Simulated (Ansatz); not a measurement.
H2Sn (SMILES [SnH2]) at its CCSD(T)/def2-QZVPP minimum, average atomic masses, point group C2v.
(charge 0, multiplicity 1):
```json
[
 {"atom": "Sn", "x (Å)": "-0.0001", "y (Å)": "0.0208", "z (Å)": "0.0000"},
 {"atom": "H", "x (Å)": "-1.2718", "y (Å)": "-1.2267", "z (Å)": "0.0000"},
 {"atom": "H", "x (Å)": "1.2785", "y (Å)": "-1.2197", "z (Å)": "0.0000"}
]
```

Cores are frozen in the correlated methods. Filled d and f shells under p-block atoms count as core.

Programs: Ansatz (a program for electronic structure) with Gaussian orbitals. Each number belongs to the level named beside it. In def2 rows elements past Kr take small-core potentials, without spin–orbit coupling.

Harmonic frequencies (cm⁻¹): 787 1731 1733.

Problem. Work out the rotational constants, the zero-point energy, and the ideal-gas entropy and heat capacity at 298.15 K and 1 bar (rigid rotor, harmonic oscillator).

Solution. 
Principal moments 3.068, 3.278, 6.346 u Å² give 16.8576/I = 5.495, 5.143, 2.657 cm⁻¹. Zero point: Σω/2 = 2126 cm⁻¹ = 6.08 kcal/mol. Translation R(1.5 ln M + 2.5 ln T − 1.1517) with M = 120.726 u: 168.64 J/(mol K). Rotation with σ = 2: q = 305.1, S = R(ln q + 3/2) = 60.04. Vibration, summed over R(u/(eᵘ − 1) − ln(1 − e⁻ᵘ)) with u = 1.43878ω/T: 0.95, of which the lowest mode gives 0.91. S° = 229.6 J/(mol K); C_p = 4R + 3.09 = 36.34 J/(mol K).

Doubts at one or more of the structures used: a restricted determinant that unrestricted orbitals would lower (CCSD(T)/def2-QZVPP).
